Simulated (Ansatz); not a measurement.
Calculated with Ansatz (gas phase, PBE0-D4/def2-TZVP geometries, no zero-point term in ΔE). CCSD(T)/CBS adds triple-zeta CCSD(T) − MP2 to the extrapolated MP2 energy (def2 sets, frozen cores). This one scheme is used for every species. Functionals use def2-TZVPP. For Br outer-core shells are correlated without core-valence functions, which leaves a few kJ/mol of doubt a bond. Scalar relativity is left out up to krypton. One conformer a species, not always the lowest.

Reaction (ligand exchange at the Si–F bond): `O[SiH2][SiH2]F` + HBr → `O[SiH2][SiH2]Br` + H–F

```
             level  ΔE (kJ/mol)
           ωB97M-V         24.5
            B2PLYP         31.8
SCS-MP2/def2-TZVPP         28.2
   CCSD/def2-TZVPP         29.2
     HF/def2-QZVPP         45.4
SCS-MP2/def2-QZVPP         25.8
     MP2/CBS(def2)         13.1
    CCSD/CBS(def2)         23.0
```

Question: What does CCSD(T)/CBS give? (Best estimate.)

Answer: The calculation gave: +19.5 kJ/mol. The listed levels differ from it by 5.0, 12.3, 8.7, 9.7, 25.9, 6.3, -6.4, 3.5 kJ/mol.

Largest T1 diagnostic among the species: 0.012.

In def2-TZVPP, CCSD(T) changes the Hartree–Fock value by −17.3 kJ/mol (the triples alone add −3.5 kJ/mol) and MP2 by −23.7 kJ/mol. The D4 term adds −9.1 kJ/mol with B3LYP and −4.9 kJ/mol with PBE0; it sums over pairs of atoms, weighted by their polarisabilities, and B3LYP, whose exchange is more repulsive, gets the larger term.

B3LYP here is the variant with VWN-RPA as its local correlation; programs differ in this.
